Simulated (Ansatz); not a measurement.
`N#CB(F)F` + H₂O → `OB(F)F` + `C#N` at 500 K and 1 bar (formal hydrolysis of a B–C bond).

Program: Ansatz. Geometries: PBE0-D4/def2-TZVP. ΔE: electronic, gas phase. CCSD(T)/CBS is the MP2 limit (def2-TZVPP, def2-QZVPP) plus CCSD(T) − MP2 in def2-TZVPP, frozen cores. This one scheme is used for every species. Each species was taken in one conformer, which may not be the lowest.

```
   species  CCSD(T)/CBS energy (Eh)  H − E (kJ/mol)  S (J/(mol·K))
`N#CB(F)F`               -317.24121            77.4          328.0
       H₂O                -76.37941            73.2          206.3
  `OB(F)F`               -300.33752            91.0          306.4
     `C#N`                -93.32098            60.1          220.8
```

H − E and S are ideal-gas, rigid-rotor, harmonic terms from PBE0-D4/def2-TZVP, for one conformer and one mirror image of each species. 1 Eh = 2625.50 kJ/mol, R = 8.31446 J/(mol·K).

Question: By hand: ΔE, ΔH, ΔS and ΔG.

Answer: ΔE = (-300.33752) + (-93.32098) − (-317.24121) − (-76.37941) = -0.03788 Eh = -99.5 kJ/mol. Δ(H − E) = 91.0 + 60.1 − 77.4 − 73.2 = 0.5, so ΔH = -99.0 kJ/mol. ΔS = 306.4 + 220.8 − 328.0 − 206.3 = -7.1 J/(mol·K). ΔG = -99.0 − 500 × (-7.1)/1000 = -95.5 kJ/mol.

Question: By hand: the equilibrium constant, and the temperature at which ΔG would vanish if ΔH and ΔS stayed fixed.

Answer: log₁₀ K = −ΔG/(RT ln 10) = 10.0. ΔG = 0 at ΔH/ΔS = 13944 K, far beyond where these terms or the molecules hold.

The number of gas molecules stays the same, so ΔS is small and ΔH decides. A doubt of 5 kJ/mol in ΔE shifts log₁₀ K by 0.5 here. Other conformers and mirror images would add mixing entropy, several J/(mol·K) or more a flexible species. These are equilibria of isolated gas molecules and say nothing of rates. Largest T1 diagnostic: 0.014 (customary marks: 0.02 for closed shells, 0.045 for open ones).
